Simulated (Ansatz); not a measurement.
A nudged elastic band was laid between two geometries of BClH3NO + ClH (9 atoms, charge 0, multiplicity 1).

Level of theory: RKS PBE-D4/def2-SVP in Ansatz 0.2.0.

| Property | Result |
| --- | --- |
| movable images | 5 |
| climbing image | yes |
| spring | 5.0 eV/Å² |
| optimiser | quadratic models (default) |
| start path | through a guess of the saddle point |
| force threshold | 0.05 eV/Å |
| iteration limit | 60 |
| end points | relaxed |

Image 0:

```xyz
9
Properties=species:S:1:pos:R:3
B -0.187 -0.280 -0.142
O -0.546 0.196 1.114
H -1.378 -0.188 1.441
N 0.977 0.188 -0.757
H 1.570 0.889 -0.304
H 1.281 -0.124 -1.677
Cl -1.248 -1.486 -0.942
Cl 1.567 2.261 1.905
H 0.540 1.429 1.791
```

Image 6:

```xyz
9
Properties=species:S:1:pos:R:3
B 0.152 0.762 -0.456
O -0.105 -0.288 2.230
H -0.955 -0.436 1.773
N 1.286 0.093 -0.907
H 1.238 -0.840 -1.316
H 2.228 0.437 -0.722
Cl -1.477 0.096 -0.759
Cl 0.290 2.374 0.302
H -0.081 0.686 2.285
```

Question: Which bonds break or form, and what moves?

Answer: Bonds broken: B1–O2, Cl8–H9. Bonds formed: B1–Cl8, O2–H9. BClH3NO + ClH becomes BCl2H2N + H2O.

Question: Give the energies along the band, and the barrier.

Answer: The forces met the threshold. The highest image is number 4 of 0 to 6, 0.95 eV above the first end and 0.41 eV above the last; the last end lies 0.54 eV above the first. A vibrational analysis at the climbing image gives one clearly imaginary mode, 302i cm⁻¹: a first-order saddle point. The orbitals stay closed-shell, which can raise the energy where a bond breaks towards radicals; this wasn't checked here.

```
image  path coordinate (Å)  energy (eV)  B1–O2 (Å)  Cl8–H9 (Å)  B1–Cl8 (Å)
    0                 0.00         0.00       1.39        1.33        3.70
    1                 1.18         0.04       1.39        1.32        3.62
    2                 2.36         0.10       1.39        1.32        3.45
    3                 3.54         0.60       1.42        1.37        2.65
    4                 4.72         0.95       1.68        2.38        1.88
    5                 5.71         0.75       1.90        2.49        1.84
    6                 6.71         0.54       2.90        2.63        1.79
```

Question: What is the geometry of the highest image?

Answer: 
```xyz
9
Properties=species:S:1:pos:R:3
B 0.083 0.549 -0.032
O 0.068 -0.191 1.480
H -0.879 -0.486 1.497
N 1.182 -0.024 -0.774
H 1.814 -0.654 -0.280
H 1.694 0.596 -1.402
Cl -1.678 0.128 -0.569
Cl 0.183 2.359 0.449
H 0.108 0.608 2.061
```

Question: What are the harmonic wavenumbers there?

Answer: 302i, 205, 222, 288, 314, 322, 338, 374, 487, 545, 567, 773, 931, 971, 1210, 1514, 1540, 3455, 3521, 3544, 3616 cm⁻¹.

Time of the run: 3.1 min on 2 threads of Arm Neoverse V1 (shared host), peak memory 0.14 GiB.
